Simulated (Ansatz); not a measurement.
The cluster Te₃Pd₂, relaxed as a singlet with RKS r2SCAN-D4/def2-SVP in Ansatz, starting from the GFN2-xTB geometry. Force threshold 0.02 eV/Å.

In the def2 sets Pd, Te take a core potential; there is no spin–orbit coupling. The relaxation made no stability test and no search for a lower SCF solution. No other spin state of charge 0 was run. The structure comes from a short search, and lower isomers may exist.

Start:

```xyz
5

Pd    1.159   -1.162    0.598
Pd   -0.913    1.016    0.558
Te    1.665    1.358    0.603
Te    0.198   -0.039   -1.415
Te   -2.109   -1.172   -0.343
```

```
step  energy (eV)  largest force component (eV/Å)  SCF passes
   1  -28854.5072                           1.080          23
   2  -28854.5676                           0.878          33
   3  -28854.6870                           0.226          29
   4  -28854.8107                           0.597          31
   5  -28854.8733                           0.161          31
   6  -28854.8753                           0.063          25
   7  -28854.8756                           0.002          26
```

Force components are those of the run's own axes.

End:

```xyz
5

Pd    0.709   -1.141    0.626
Pd   -0.890    1.034    0.580
Te    1.789    1.327    0.573
Te    0.235    0.139   -1.568
Te   -1.843   -1.359   -0.211
```

By distances, no bond broke or formed. The bond that changes most is Pd1–Te5, from 3.40 to 2.69 Å (atoms count from 1). The end is the same structure that another start reached, the lowest one found.

No frequencies were taken in this run, so the end may be a saddle point.

Run time 28 s (4 threads of Arm Neoverse V2 on a shared host).
